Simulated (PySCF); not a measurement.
## Spin states and ions at one geometry of WO(OH)4

PySCF 2.14.0, RKS B3LYP, W def2-SVP with ECP60, O def2-SVP, H def2-SVP; non-relativistic Hamiltonian with scalar-relativistic core potentials where named; density fitting; no spin-orbit coupling; singlets restricted, open shells unrestricted. The geometry is relaxed for charge 0, singlet, vacuum:

```xyz
10

W     0.0578    0.0641   -0.1933
O    -0.1347   -0.1908    1.5116
O     0.0262   -0.0647   -2.1103
H    -0.3256   -0.6549   -2.7864
O     1.9540    0.0134   -0.1853
H     2.4041   -0.0692    0.6685
O    -0.7087    1.7973   -0.2357
H    -0.9645    2.1976    0.6085
O    -1.0210   -1.5287   -0.4207
H    -1.2877   -1.9009    0.4341
```

Energies count from the relaxed state; an electron taken off or put on is at rest in vacuum. Charges and spins are Mulliken's.

```tsv
state	energy (eV)	spin squared	charge on W1 (e)	spin on W1 (e)	dipole about the centre of mass (D)
charge 0, singlet, vacuum	0.00	0.00	1.15	0.00	1.38
charge 0, triplet, vacuum	4.54	2.01	1.04	0.71	2.01
charge -1, doublet, vacuum	0.52	0.75	0.79	0.71	0.75
```

Problem. What does the state charge +1, doublet, vacuum give?

Solution. energy (eV) 10.80, spin squared 0.79, charge on W1 (e) 1.33, spin on W1 (e) -0.25, dipole about the centre of mass (D) 1.56.

With an electron taken off (doublet) the charges change, summed by element, by W +0.18 e, O +0.62 e, H +0.20 e. The vertical ionisation energy is 10.80 eV, against −ε(HOMO) = 8.50 eV of the relaxed state. The level lies 2.3 eV too high, as is usual for semilocal functionals and global hybrids, which keep a self-interaction error.

With an electron put on (doublet) the charges change, summed by element, by W -0.36 e, O -0.35 e, H -0.29 e. The vertical electron affinity is -0.52 eV, against −ε(LUMO) = 1.83 eV of the relaxed state. The basis has no diffuse functions, which an added electron needs. The added electron's level lies above zero.

Open shells may have lower solutions than those found.
